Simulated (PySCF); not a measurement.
# Computed properties of Mg(NH2)(SMe) (CH5MgNS), SMILES C[S][Mg][NH2]

Mg(NH2)(SMe) (CH5MgNS), SMILES C[S][Mg][NH2]. The structure is a stationary point at ωB97X-D3(BJ)/def2-SVP. Other conformers were not sampled. All values are computed for the isolated molecule unless a solvent is named; none is compared with measurement here.

**Structure.** All 21 harmonic modes at ωB97X-D3(BJ)/def2-SVP (PySCF) are real, so it is a minimum. With heavy atoms numbered as in [Mg:1]([NH2:2])[S:5][CH3:6], the shortest bond between them is S5–C6 at 1.833 Å and the longest Mg1–S5 at 2.295 Å.

**Vibrations.** The strongest infrared lines (harmonic, unscaled, degenerate partners summed) lie at 376 cm⁻¹ (149 km/mol, H 80 %, N 19 %), 758 cm⁻¹ (105 km/mol, Mg 47 %, N 34 %), 529 cm⁻¹ (81 km/mol, H 80 %, N 16 %). The softest mode is at 47 cm⁻¹ and the zero-point energy is 39.8 kcal/mol.

**Electronic structure.** ωB97X/def2-TZVPD (PySCF) places the frontier levels at -8.76 and 0.52 eV, a gap of 9.28 eV, and gives a dipole moment of 1.80 D and a mean polarisability of 69.8 bohr³.

**Excitations.** TDA-CAM-B3LYP/def2-SVPD (PySCF) has S1 at 4.39 eV (283 nm, f = 0.038, weak); the most intense of the 10 singlets computed lies at 6.04 eV (f = 0.13). T1 (TDA) is at 4.01 eV, 0.38 eV under S1. No vertical singlet excitation falls in the visible range (under 3.1 eV).

**NMR.** GIAO shifts at KT2/pcSseg-1 (PySCF) (non-relativistic, atoms alike by connectivity averaged): ¹³C at 13.1 ppm against TMS; ¹H from -1.0 to 2.4 ppm against TMS.
